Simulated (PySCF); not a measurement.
GaFClBr, SMILES [F][Ga]([Cl])[Br]. Atoms are numbered in the order given.

```xyz
4

Ga    -0.3226     0.4925     0.0000
F     -2.0204     0.8924     0.0000
Cl     1.0651     2.1087     0.0000
Br     0.2879    -1.6899     0.0000
```
Charge 0, spin multiplicity 1.

Coordinates come from a B3LYP-D3(BJ)/def2-SVP optimisation.

Two levels are set side by side: PBE/pcSseg-1 (PySCF) and PBE0/pcSseg-1 (PySCF). GIAO shifts against CFCl3 (¹⁹F), HCl (³⁵Cl) at the same level; non-relativistic, no solvent, atoms listed together averaged. Without spin–orbit terms, shifts of atoms bonded to Cl or Br come out too high at both levels. Differences are taken from unrounded values.

```csv
quantity,PBE
δ(¹⁹F) of F2 (ppm),-96.6
δ(³⁵Cl) of Cl3 (ppm),130.0
```

Task: These are the PBE values. What does PBE0 give? (An estimate is asked for; the answer gives what the named calculation found.)

Result: 
| quantity | PBE0 | PBE minus PBE0 |
|---|---|---|
| δ(¹⁹F) of F2 (ppm) | -112.3 | 15.7 |
| δ(³⁵Cl) of Cl3 (ppm) | 77.1 | 52.8 |

Rough cost on one machine, each run with all the roots and properties that it gave: PBE0 against PBE within a factor of 2.
